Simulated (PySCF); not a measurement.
Se(SH)(OSiH3) (H₄OSSeSi), SMILES [SiH3]O[Se]S. Geometry: PBE0-D3(BJ)/def2-SVP. The structure was generated by enumeration, and PubChem lists no compound with its InChIKey, so it may never have been made. The values are those of a single conformer.

### Question
Give the equilibrium geometry at PBE0-D3(BJ)/def2-SVP (PySCF confirms it by a frequency run) as a Z-matrix. (Estimate from the structure and the level; the computed values follow.)

### Answer
This is not unique; one that fits is 
```
O
Si 1 1.6871
H 2 1.4891 1 105.51
H 2 1.4926 3 110.29 1 -119.65
H 2 1.4936 3 110.39 4 -120.81
Se 1 1.8112 2 119.23 3 179.41
S 6 2.1769 1 103.04 2 79.78
H 7 1.3563 6 98.43 1 84.87
```
